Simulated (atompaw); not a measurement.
**Ranking PAW (atompaw) potentials for Sr (Z = 38)**

All share these settings but for the change named:

```json
{"Element": "Sr (Z = 38)", "Generator": "atompaw 4.2.0.5", "Type": "PAW", "Functional": "LDA (PW92)", "Relativity": "scalar-relativistic", "Frozen core": "[Ar] 3d10", "Valence charge": "10", "Reference configuration": "4s2 4p6 4d1 5s1 5p0", "Partial waves": "4s (bound): rc 1.50 bohr; 5s (bound): rc 2.25 bohr; 4p (bound): rc 2.50 bohr; 5p (bound, empty): rc 2.60 bohr; 4d (bound): rc 2.55 bohr; 4d channel at 1.15 Ry: rc 2.60 bohr", "Local potential": "troulliermartins scheme with l = 3 at 0.5 Ry, radius 2.30 bohr", "Core correction": "smooth core density matched at 2.00 bohr", "Augmentation charge": "besselshape compensation charge, radius 2.10 bohr; PAW radius 2.60 bohr; waves and projectors: custom polynom2 7 10 vanderbiltortho"}
```

Cutoff: the first of the cutoffs (Ry, on a coarse ladder) from which the occupation-weighted sum of valence levels, in a spherical-Bessel basis at the reference potential, stays within 10 and 1 mRy of its value at 400 Ry; the density cutoff is not measured.

The base gives 30 Ry.

Of 12 variants that were run, those that failed, showed a ghost or another fault, or gave nearly equal values are left out.

A variant can come out equal or close to the base.

Question: Rank these variants from softest to hardest (loose cutoff).
A. reference 4s2 4p6 4d0 5s1 5p1
B. local potential vpsmatchnc scheme with l = 3 at 0.5 Ry, radius 2.30 bohr
C. augmentation besselshape compensation charge, radius 2.10 bohr; PAW radius 2.60 bohr; waves and projectors: custom polynom vanderbiltortho

Answer: C (21 Ry), A (25 Ry), B (30 Ry).
